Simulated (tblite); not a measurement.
Input of a run (GFN2-xTB geometry optimisation, gas phase (tblite 0.8.0)), started from a force field or distance geometry:
```
{"job": {"kind": "relax", "xc": "GFN2-xTB", "basis": "xTB"}, "charge": 0, "multiplicity": 1}
C     -1.860800     2.545000     0.118400
C     -1.074500     1.686900    -0.226300
Si     0.109400     0.382600    -0.730000
O      1.684700     1.019200    -0.706600
Si     2.870400    -0.148200    -0.248100
O     -0.114900    -0.992400     0.272700
Si    -1.759300    -1.455200     0.081000
H     -2.560000     3.295300     0.424900
H     -0.180900    -0.098100    -2.094300
H      4.218500     0.441300    -0.218100
H      2.804800    -1.203300    -1.279100
H      2.547400    -0.649700     1.068300
H     -2.370400    -0.705700    -1.017900
H     -1.828400    -2.878400    -0.296100
H     -2.490600    -1.231400     1.323600
```

Output (eV, eV/Å):
```
step      E/eV     max force
  0    -592.77361    2.738
  1    -592.99025    3.000
  2    -593.00476    5.187
  3    -593.23255    0.838
  4    -593.28430    0.549
  5    -593.38463    0.932
  6    -593.43044    0.698
  7    -593.53243    0.692
  8    -593.58663    0.600
  9    -593.62341    0.514
 10    -593.65435    0.472
 11    -593.68593    0.440
 12    -593.72251    0.561
 13    -593.76850    0.502
 14    -593.80538    0.331
 15    -593.82463    0.319
 16    -593.83691    0.272
 17    -593.84828    0.277
 18    -593.85908    0.278
 19    -593.87010    0.277
 20    -593.88163    0.276
 21    -593.89299    0.197
 22    -593.90102    0.164
 23    -593.90622    0.157
 24    -593.91049    0.172
 25    -593.91526    0.176
 26    -593.92109    0.243
 27    -593.92671    0.209
 28    -593.93310    0.181
 29    -593.93871    0.145
 30    -593.94214    0.111
 31    -593.94442    0.112
 32    -593.94724    0.100
 33    -593.95097    0.162
 34    -593.95396    0.180
 35    -593.95868    0.183
 36    -593.96228    0.164
 37    -593.96558    0.132
 38    -593.96723    0.099
 39    -593.96974    0.125
 40    -593.97197    0.143
 41    -593.97526    0.143
 42    -593.97809    0.113
 43    -593.98028    0.101
 44    -593.98178    0.084
 45    -593.98298    0.102
 46    -593.98428    0.119
 47    -593.98613    0.146
 48    -593.98853    0.161
 49    -593.99027    0.102
 50    -593.99157    0.101
 51    -593.99260    0.106
 52    -593.99353    0.082
 53    -593.99453    0.164
 54    -593.99538    0.086
 55    -593.99606    0.106
 56    -593.99685    0.085
 57    -593.99781    0.139
 58    -593.99865    0.137
 59    -593.99939    0.112
 60    -594.00005    0.075
 61    -594.00073    0.052
 62    -594.00152    0.068
 63    -594.00245    0.076
 64    -594.00350    0.123
 65    -594.00427    0.116
 66    -594.00536    0.216
 67    -594.00648    0.114
 68    -594.00747    0.112
 69    -594.00819    0.055
 70    -594.00856    0.067
 71    -594.00883    0.087
 72    -594.00912    0.083
 73    -594.00953    0.052
 74    -594.00992    0.042
 75    -594.01018    0.043
 76    -594.01036    0.052
 77    -594.01062    0.059
 78    -594.01113    0.083
 79    -594.01211    0.111
 80    -594.01366    0.119
 81    -594.01543    0.093
 82    -594.01699    0.074
 83    -594.01789    0.159
 84    -594.01839    0.107
 85    -594.01934    0.062
 86    -594.02008    0.077
 87    -594.02077    0.072
 88    -594.02178    0.083
 89    -594.02298    0.104
 90    -594.02292    0.130
 91    -594.02434    0.166
 92    -594.02506    0.151
 93    -594.02609    0.069
 94    -594.02742    0.146
 95    -594.02818    0.088
 96    -594.02866    0.051
 97    -594.02970    0.043
 98    -594.03024    0.060
 99    -594.03081    0.080
100    -594.03133    0.074
101    -594.03178    0.078
102    -594.03201    0.038
103    -594.03214    0.031
104    -594.03228    0.034
105    -594.03248    0.046
106    -594.03272    0.047
107    -594.03296    0.052
108    -594.03307    0.049
109    -594.03313    0.022
110    -594.03315    0.012
111    -594.03317    0.012
112    -594.03321    0.015
113    -594.03326    0.033
114    -594.03334    0.034
115    -594.03346    0.053
116    -594.03363    0.043
117    -594.03383    0.042
118    -594.03405    0.034
119    -594.03427    0.038
120    -594.03452    0.049
121    -594.03485    0.074
122    -594.03540    0.075
123    -594.03639    0.132
124    -594.03789    0.178
125    -594.03981    0.187
126    -594.04168    0.134
127    -594.04239    0.144
128    -594.04349    0.139
129    -594.04454    0.108
130    -594.04549    0.089
131    -594.04777    0.081
132    -594.04791    0.281
133    -594.05025    0.087
134    -594.05096    0.070
135    -594.05174    0.092
136    -594.05216    0.049
137    -594.05263    0.043
138    -594.05303    0.039
139    -594.05350    0.044
140    -594.05395    0.071
141    -594.05437    0.061
142    -594.05475    0.063
143    -594.05499    0.026
144    -594.05512    0.023
145    -594.05518    0.022
146    -594.05522    0.021
147    -594.05529    0.026
148    -594.05536    0.023
149    -594.05543    0.019
150    -594.05549    0.019
151    -594.05554    0.021
152    -594.05559    0.023
153    -594.05565    0.025
154    -594.05573    0.027
155    -594.05580    0.027
156    -594.05587    0.020
157    -594.05592    0.014
158    -594.05595    0.013
159    -594.05597    0.013
160    -594.05599    0.009
```

Q: Summarise the run.

A: The energy falls by 1.282 eV over 160 L-BFGS steps, the largest force on an atom goes from 2.74 to 0.009 eV/Å, and the atoms move by 1.028 Å rms after alignment. The bond that changes most is O4–Si5 (siloxane oxygen to oxygen-bound silicon), which shortens by 0.107 Å. Bonds longer at the end by more than 0.005 Å: 2 of 14; shorter: 10. Among the angles that change most is Si3–O6–Si7, from 106.0° to 150.3°. Among the dihedrals that turn most is Si3–O6–Si7–H14, from 126° to -72°. The energy rose by more than 1e-5 eV at step 90. The first step brought 17 % of the lowering.

Q: What are the final bond lengths?

A: C1≡C2 1.202 Å, C2–Si3 1.852 Å, Si3–O4 1.619 Å, O4–Si5 1.619 Å, Si3–O6 1.619 Å, O6–Si7 1.619 Å, C1–H8 1.052 Å, Si3–H9 1.452 Å, Si5–H10 1.461 Å, Si5–H11 1.463 Å, Si5–H12 1.463 Å, Si7–H13 1.460 Å, Si7–H14 1.464 Å, Si7–H15 1.463 Å. Numbering counts from 1 in the input's order; the species is `C#C[SiH](O[SiH3])O[SiH3]`.

On an Intel Xeon at 2.50 GHz with one thread, shared host with 64 logical CPUs at a one-minute load of 62, this took 4.2 s of wall time.

Its lowest GFN2-xTB frequency is 14i cm⁻¹, too small to tell a flat minimum from a shallow saddle. The numbers are those of one conformer. 2 starts were optimised and ended at 0.00 and 0.29 kcal/mol (GFN2-xTB); the lowest of these is shown.

The numbers are calculated, not measured.
